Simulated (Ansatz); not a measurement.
Ideal-gas functions of F₃GeH (`[F][GeH]([F])[F]`) at 298.15 K and 1 bar, from an Ansatz frequency run at PBE0-D4/def2-TZVP.

Molar mass 130.61 g/mol, point group C3v (symmetry number 3), electronic degeneracy 1, moments of inertia 87.756, 87.763, 141.987 u Å². Harmonic wavenumbers (cm⁻¹, unscaled): 228, 228, 283, 703, 703, 739, 765, 765, 2272.

Use S(trans) = R[1.5 ln M + 2.5 ln T − 1.1517]; rotational temperatures θ = 24.2544 K / I; S(rot) = R[ln(√π/σ · √(T³/θAθBθC)) + 1.5]; for each mode x = 1.438777 ν̃/T, S = R[x/(eˣ − 1) − ln(1 − e⁻ˣ)] and H = RT x/(eˣ − 1); 1 cm⁻¹ = 0.0119627 kJ/mol; R = 8.31446 J/(mol·K).

**Question.** By hand: the entropy, in J/(mol·K).

**Answer.** Translation 169.6. Rotation: θ = 0.2764, 0.2764, 0.1708 K, giving 97.2. Vibration, mode by mode: 7.93, 7.93, 6.34, 1.27, 1.27, 1.10, 0.99, 0.99, 0.00, in all 27.8. Electronic 0.0. Sum 294.6 J/(mol·K).

**Question.** By hand: H − E and G − E in kJ/mol, counted from the electronic energy.

**Answer.** Zero-point energy ½ × 6686 × 0.0119627 = 40.0; thermal vibration 5.2; translation, rotation and pV give 4 RT = 9.9. H − E = 55.1 kJ/mol, and G − E = 55.1 − 298.15 × 294.6/1000 = -32.7 kJ/mol.

Vibration gives 9 % of the entropy.
